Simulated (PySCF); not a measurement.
Species: C₃H₁₀GeN, charge 0, multiplicity 2. It need not be the lowest isomer of its formula. SMILES: C([CH2])[N](C)[GeH3]
Coordinates optimised at B3LYP-D3(BJ)/def2-TZVP (Ansatz):
```
N
C 1 1.4557
H 2 1.0910 1 110.18
H 2 1.0931 3 107.73 1 120.15
H 2 1.1021 3 108.11 4 115.80
C 1 1.4595 2 113.06 3 176.57
H 6 1.1017 1 107.92 2 170.46
H 6 1.1047 7 105.31 1 119.65
C 6 1.4856 7 109.21 8 117.46
H 9 1.0814 6 120.88 7 -84.49
H 9 1.0815 10 119.04 6 -171.56
Ge 1 1.8516 2 116.29 3 -44.32
H 12 1.5370 1 106.93 2 51.87
H 12 1.5371 13 111.87 3 -141.26
H 12 1.5517 13 109.04 14 -120.91
```
Charge 0, spin multiplicity 2.

Dispersion corrections to the total energy (kcal/mol) from the dftd3 and dftd4 libraries through PySCF: D3(BJ) without and D4 with the three-body term, each with the damping fitted for the functional named.

```json
[
 {"functional": "r2SCAN", "D3(BJ)": "-2.23", "D4": "?"},
 {"functional": "HF", "D3(BJ)": "-55.14", "D4": "-26.51"},
 {"functional": "LC-wPBE", "D3(BJ)": "-7.27", "D4": "-8.28"},
 {"functional": "PW6B95", "D3(BJ)": "?", "D4": "-6.26"},
 {"functional": "TPSSh", "D3(BJ)": "-8.91", "D4": "-9.19"},
 {"functional": "B2PLYP", "D3(BJ)": "?", "D4": "-5.24"},
 {"functional": "B2GP-PLYP", "D3(BJ)": "-4.87", "D4": "-3.18"}
]
```

Problem. Some entries are withheld; supply them.

Solution. 
- r2SCAN, D4: -1.94
- PW6B95, D3(BJ): -3.94
- B2PLYP, D3(BJ): -6.15
